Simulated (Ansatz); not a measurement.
**Nudged elastic band run: CH7BSn**

input.yaml

```yaml
crystal:
  periodic: [false, false, false]
  atoms:
    - { symbol: C, position_ang: [-1.200019, 0.953262, -0.686312] }
    - { symbol: B, position_ang: [-0.289344, -0.30292, -0.686758] }
    - { symbol: Sn, position_ang: [1.17862, -0.782185, 0.966053] }
    - { symbol: H, position_ang: [-2.140972, 0.840353, -1.248704] }
    - { symbol: H, position_ang: [-0.59402, 1.674543, -1.281528] }
    - { symbol: H, position_ang: [-1.383867, 1.437904, 0.283536] }
    - { symbol: H, position_ang: [-0.29435, -1.04057, -1.648577] }
    - { symbol: H, position_ang: [2.794398, -0.87974, 0.387039] }
    - { symbol: H, position_ang: [1.172206, 0.362901, 2.249786] }
    - { symbol: H, position_ang: [0.840446, -2.314647, 1.668365] }
basis:
  gaussian: { orbitals: def2-SVP }
hamiltonian:
  xc: r2scan
  dispersion: d4
neb:
  order_check: false
  images: 5
  f_tol: 0.05
  max_iterations: 60
  final_atoms:
    - { symbol: C, position_ang: [-1.20540133, 0.7934167, -0.58300196] }
    - { symbol: B, position_ang: [-0.1134532, -0.34363516, -0.58481558] }
    - { symbol: Sn, position_ang: [1.69740794, -0.21822694, 0.75069994] }
    - { symbol: H, position_ang: [-2.185946, 0.34610701, -0.83263485] }
    - { symbol: H, position_ang: [-1.00410344, 1.53816162, -1.37069725] }
    - { symbol: H, position_ang: [-1.32380504, 1.32712781, 0.37254501] }
    - { symbol: H, position_ang: [0.16757477, -0.98878885, -1.56855632] }
    - { symbol: H, position_ang: [2.66831774, -1.65046921, 0.92955861] }
    - { symbol: H, position_ang: [1.50611151, 0.26282161, 2.41680285] }
    - { symbol: H, position_ang: [-0.12360495, -1.11761359, 0.47299956] }
  initial_path:
    images:
      - { positions_ang: [[-1.200019, 0.953262, -0.686312], [-0.289344, -0.30292, -0.686758], [1.17862, -0.782185, 0.966053], [-2.140972, 0.840353, -1.248704], [-0.59402, 1.674543, -1.281528], [-1.383867, 1.437904, 0.283536], [-0.29435, -1.04057, -1.648577], [2.794398, -0.87974, 0.387039], [1.172206, 0.362901, 2.249786], [0.840446, -2.314647, 1.668365]] }
      - { positions_ang: [[-1.14197058, 0.89793285, -0.64759067], [-0.23594523, -0.34938219, -0.65836166], [1.18768375, -0.8026897, 1.00671396], [-2.11352132, 0.73121388, -1.04986089], [-0.67490314, 1.60709554, -1.34375477], [-1.23081997, 1.43161604, 0.30681162], [-0.23506484, -1.08452724, -1.60620951], [2.84024746, -0.86562221, 0.43200549], [1.13058641, 0.38433443, 2.28316894], [0.55680547, -2.0010704, 1.27997749]] }
      - { positions_ang: [[-1.08392217, 0.8426037, -0.60886933], [-0.18254646, -0.39584438, -0.62996532], [1.19674751, -0.82319439, 1.04737491], [-2.08607065, 0.62207476, -0.85101777], [-0.75578629, 1.53964807, -1.40598154], [-1.07777294, 1.42532809, 0.33008723], [-0.17577968, -1.12848449, -1.56384202], [2.88609691, -0.85150442, 0.47697198], [1.08896683, 0.40576785, 2.31655189], [0.27316494, -1.6874938, 0.89158997]] }
      - { positions_ang: [[-1.02587375, 0.78727455, -0.570148], [-0.12914768, -0.44230657, -0.60156898], [1.20581126, -0.84369909, 1.08803587], [-2.05861997, 0.51293565, -0.65217466], [-0.83666943, 1.47220061, -1.46820831], [-0.92472591, 1.41904013, 0.35336285], [-0.11649452, -1.17244173, -1.52147453], [2.93194637, -0.83738663, 0.52193847], [1.04734724, 0.42720128, 2.34993483], [-0.01047559, -1.3739172, 0.50320246]] }
      - { positions_ang: [[-1.08571628, 0.78932194, -0.57443265], [-0.12391619, -0.4094161, -0.59598451], [1.36967682, -0.63520837, 0.97559056], [-2.10106198, 0.4573261, -0.71232806], [-0.89248077, 1.49418761, -1.43570463], [-1.05775229, 1.38840269, 0.35975691], [-0.02180476, -1.11122411, -1.53716846], [2.84407016, -1.10841416, 0.65781185], [1.20026866, 0.37240805, 2.37222417], [-0.04818538, -1.28848266, 0.49313483]] }
      - { positions_ang: [[-1.14555881, 0.79136932, -0.57871731], [-0.1186847, -0.37652563, -0.59040005], [1.53354238, -0.42671765, 0.86314525], [-2.14350399, 0.40171656, -0.77248145], [-0.9482921, 1.51617462, -1.40320094], [-1.19077867, 1.35776525, 0.36615096], [0.072885, -1.05000648, -1.55286239], [2.75619395, -1.37944169, 0.79368523], [1.35319009, 0.31761483, 2.39451351], [-0.08589516, -1.20304813, 0.48306719]] }
      - { positions_ang: [[-1.20540133, 0.7934167, -0.58300196], [-0.1134532, -0.34363516, -0.58481558], [1.69740794, -0.21822694, 0.75069994], [-2.185946, 0.34610701, -0.83263485], [-1.00410344, 1.53816162, -1.37069725], [-1.32380504, 1.32712781, 0.37254501], [0.16757477, -0.98878885, -1.56855632], [2.66831774, -1.65046921, 0.92955861], [1.50611151, 0.26282161, 2.41680285], [-0.12360495, -1.11761359, 0.47299956]] }
```

Run as:

```bash
$ ansatz run input.yaml --threads 2 --pin off --max-ram 3072MiB --backend cpu --events-out ev --progress --plain --runs-dir out
```

Output, in part (warnings, iteration lines, the closing report on the highest movable image, with atoms numbered from 0):

```
NEB end point (image 0): max|allowed force component| = 6.297e-3 eV/Å (the criterion of neb.relax_end_points is 1.000e-2)
NEB end point (image 6): max|allowed force component| = 1.115e-2 eV/Å (the criterion of neb.relax_end_points is 1.000e-2)
NEB iter   1: max|band force component| = 1.191e1 eV/Å  barrier→ = 3.7942 eV  barrier← = 3.9463 eV  Δτ_max = 0.2000 Å  (184 SCF iters)
NEB iter   2: max|band force component| = 2.525e0 eV/Å  barrier→ = 1.8450 eV  barrier← = 1.9972 eV  Δτ_max = 0.1973 Å  (163 SCF iters)
NEB iter   3: max|band force component| = 1.607e0 eV/Å  barrier→ = 1.3962 eV  barrier← = 1.5483 eV  Δτ_max = 0.1967 Å  (136 SCF iters)
NEB iter   4: max|band force component| = 9.572e-1 eV/Å  barrier→ = 0.6874 eV  barrier← = 0.8396 eV  Δτ_max = 0.1990 Å  (140 SCF iters)
NEB iter   5: max|band force component| = 6.950e-1 eV/Å  barrier→ = 0.4308 eV  barrier← = 0.5830 eV  Δτ_max = 0.2000 Å  (136 SCF iters)
NEB iter   6: max|band force component| = 7.174e-1 eV/Å  barrier→ = 0.4482 eV  barrier← = 0.6004 eV  Δτ_max = 0.0996 Å  (135 SCF iters)
NEB iter   7: max|band force component| = 3.449e-1 eV/Å  barrier→ = 0.3621 eV  barrier← = 0.5142 eV  CI = image 4  Δτ_max = 0.1232 Å  (136 SCF iters)
NEB iter   8: max|band force component| = 1.787e-1 eV/Å  barrier→ = 0.3663 eV  barrier← = 0.5185 eV  CI = image 4  Δτ_max = 0.0996 Å  (137 SCF iters)
NEB iter   9: max|band force component| = 1.581e-1 eV/Å  barrier→ = 0.3553 eV  barrier← = 0.5075 eV  CI = image 4  Δτ_max = 0.0777 Å  (135 SCF iters)
NEB iter  10: max|band force component| = 3.567e-1 eV/Å  barrier→ = 0.3544 eV  barrier← = 0.5066 eV  CI = image 4  Δτ_max = 0.0389 Å  (131 SCF iters)
NEB iter  11: max|band force component| = 9.796e-2 eV/Å  barrier→ = 0.3492 eV  barrier← = 0.5013 eV  CI = image 4  Δτ_max = 0.0773 Å  (141 SCF iters)
NEB iter  12: max|band force component| = 1.903e-1 eV/Å  barrier→ = 0.3491 eV  barrier← = 0.5013 eV  CI = image 4  Δτ_max = 0.0285 Å  (138 SCF iters)
NEB iter  13: max|band force component| = 5.022e-2 eV/Å  barrier→ = 0.3485 eV  barrier← = 0.5006 eV  CI = image 4  Δτ_max = 0.0315 Å  (137 SCF iters)
NEB iter  14: max|band force component| = 4.251e-2 eV/Å  barrier→ = 0.3483 eV  barrier← = 0.5004 eV  CI = image 4  Δτ_max = 0.0000 Å  (253 SCF iters)
Total energy: -7656.67197876 eV, -281.3775053406 hartree
Atom 0 at    -1.205733     0.825104    -0.610583 Å, force    -0.007610    -0.008995    -0.006820 eV/Å
Atom 1 at     0.010669    -0.145491    -0.733976 Å, force     0.004471     0.002050    -0.001648 eV/Å
Atom 2 at     1.472813    -0.438006     0.857654 Å, force    -0.003245    -0.003595    -0.003624 eV/Å
Atom 3 at    -2.159502     0.333358    -0.866090 Å, force     0.000297     0.003219    -0.000631 eV/Å
Atom 4 at    -1.050498     1.594375    -1.392865 Å, force     0.001795     0.005503     0.003544 eV/Å
Atom 5 at    -1.315495     1.353406     0.347511 Å, force     0.002769     0.002169     0.001147 eV/Å
Atom 6 at     0.129630    -0.928829    -1.647404 Å, force    -0.000872    -0.001966     0.003276 eV/Å
Atom 7 at     2.764748    -1.557241     0.813196 Å, force    -0.002805     0.004274     0.000523 eV/Å
Atom 8 at     1.454709     0.375226     2.365324 Å, force    -0.000134    -0.002087    -0.000356 eV/Å
Atom 9 at    -0.018245    -1.463002     0.870133 Å, force     0.005334    -0.000572     0.004590 eV/Å
Dipole moment:    -0.019227     0.192453    -0.056067 e Å
```

The run converged. A vibrational analysis at the climbing image gives one clearly imaginary mode, 496i cm⁻¹: a first-order saddle point.

Final band (atoms are numbered from 1 in the order of the input):

```tsv
image	path coordinate (Å)	energy (kcal/mol)	B2–H10 (Å)
0	0.00	0.0	3.30
1	0.75	0.2	3.28
2	1.50	0.2	3.26
3	2.25	3.1	2.77
4	3.00	8.0	2.08
5	3.37	3.6	1.64
6	3.75	-3.5	1.31
```

The run took 90 s on 2 threads of Intel(R) Xeon(R) Platinum 8488C (Sapphire Rapids), on a shared host, peak memory 0.17 GiB.
